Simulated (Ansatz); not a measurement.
CH5BOZn. Charge 0, multiplicity 1. The bonds changed during the relaxation, so this is another structure than the one it started from. The structure was optimised at the PBE0-D4/def2-TZVP level. It is one conformer, not always the lowest.

```xyz
9

B     0.743    0.132    0.683
C     0.034    1.108   -0.309
O    -0.877    0.746   -1.085
Zn   -1.060   -1.189   -0.666
H     1.922    0.037    0.431
H     0.238   -1.041    0.552
H     0.557    0.469    1.830
H     0.301    2.178   -0.379
H    -1.858   -2.441   -1.056
```

**Question.** What is the dipole moment at ωB97M-V/def2-TZVPP? (Estimate.)

**Answer.** The calculation gave: 1.12 D, with components (-0.57, 0.62, -0.75) D in this frame, pointing from negative to positive charge.

**Question.** And with PBE, r2SCAN, B3LYP? (Estimate.)

**Answer.** Ansatz gave: PBE 0.97 D, r2SCAN 0.97 D, B3LYP 1.02 D.

**Question.** Give the Mulliken charges with ωB97M-V, PBE, B3LYP in def2-TZVPP. (An estimate is asked.)

**Answer.** The calculation gave: 
```csv
atom,ωB97M-V,PBE,B3LYP
B1,-0.53,-0.33,-0.32
C2,0.29,0.24,0.25
O3,-0.35,-0.27,-0.33
Zn4,0.41,0.35,0.43
H5,0.08,0.02,0.03
H6,-0.01,-0.03,-0.07
H7,0.08,0.02,0.03
H8,0.11,0.08,0.09
H9,-0.09,-0.08,-0.12
```

B3LYP here is the variant with VWN-RPA as its local correlation; programs differ in this.
